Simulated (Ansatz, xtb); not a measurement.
Ligand exchange: C2H7Al + SiH(SH)3 → C2H7AlS + SiH2(SH)2

Species: C2H7Al `C[CH2][AlH2]`, singlet; SiH(SH)3, singlet; C2H7AlS `C[CH2][AlH][SH]`, singlet; SiH2(SH)2, singlet. The partners trade H for SH: Al–H and Si–SH bonds give way to Al–SH and Si–H.

Shapes, held fixed at every level: PBE0-D4/def2-TZVP. Flexible molecules stand in one conformer, not always the lowest. Programs: Ansatz 0.2.0, xtb 6.7.1. The zero-point and thermal change to 298 K, harmonic and unscaled (PBE0-D4/def2-TZVP), is +4.2 kJ/mol.

(1) Estimate ΔH(298 K) of this reaction.

## Answers

(1) The highest level, CCSD(T)/CBS estimate, gives ΔH(298 K) = -64.8 kJ/mol; the levels span -71.0 to +32.7. They disagree on the sign: 1 of 9 are positive. GFN0-xTB strays far from the other rows. The column of differences is taken from that level and isn't an error. No measured value is set beside it here. The CBS estimate extrapolates MP2 from def2-TZVPP and def2-QZVPP and adds CCSD(T) − MP2 in the triple-zeta set, cores frozen.

```tsv
level	kind	ΔH(298 K) (kJ/mol)	less CCSD(T)/CBS estimate
GFN0-xTB	semi-empirical	+32.7	+97.5
HF/def2-TZVPP	Hartree–Fock	-70.7	-5.9
SPW92/def2-TZVPP	LDA	-62.4	+2.4
PBE0-D4/def2-TZVPP	global hybrid	-62.2	+2.6
r2SCAN0-D4/def2-TZVPP	global hybrid	-66.1	-1.3
wB97X-V/def2-TZVPP	range-separated hybrid	-63.5	+1.3
MP2/def2-SVP	perturbation theory	-68.5	-3.7
CCSD/def2-SVP	coupled cluster or CI	-71.0	-6.2
CCSD(T)/CBS estimate	coupled cluster or CI	-64.8	0.0
```
